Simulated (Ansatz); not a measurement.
```yaml
crystal:
  periodic: [false, false, false]
  atoms:
    - {symbol: Si, position_ang: [-0.838969, -0.895329, -1.598662]}
    - {symbol: C, position_ang: [-0.088616, -0.127191, -0.123673]}
    - {symbol: C, position_ang: [0.421317, 0.405603, 0.841419]}
    - {symbol: C, position_ang: [1.002372, 1.003197, 1.972187]}
    - {symbol: S, position_ang: [1.843694, 2.386234, 1.948755]}
    - {symbol: H, position_ang: [-1.770563, 0.078482, -2.216838]}
    - {symbol: H, position_ang: [0.243135, -1.242426, -2.551026]}
    - {symbol: H, position_ang: [-1.574989, -2.118496, -1.199058]}
    - {symbol: H, position_ang: [0.851119, 0.463723, 2.909797]}
basis:
  gaussian: {orbitals: "6-31G*"}
magnetization: {spin_polarized: true, initial_magnetization: 1}
hamiltonian: {xc: {name: PBE-QIDH}}
accuracy: high
output: {forces: true}
```

```sh
$ ansatz run in.yaml --threads 2 --pin off --events-out ev --progress --plain --max-ram 4352MiB
```

Shortened log:

```
Error: a molecule whose nuclei and cores have a total charge of 52 cannot have a net charge of 0 together with 1 unpaired electrons
```

(1) What is wrong with this run?

Results:

(1) The number of unpaired electrons doesn't fit the electron count. The input was rejected before any iteration.
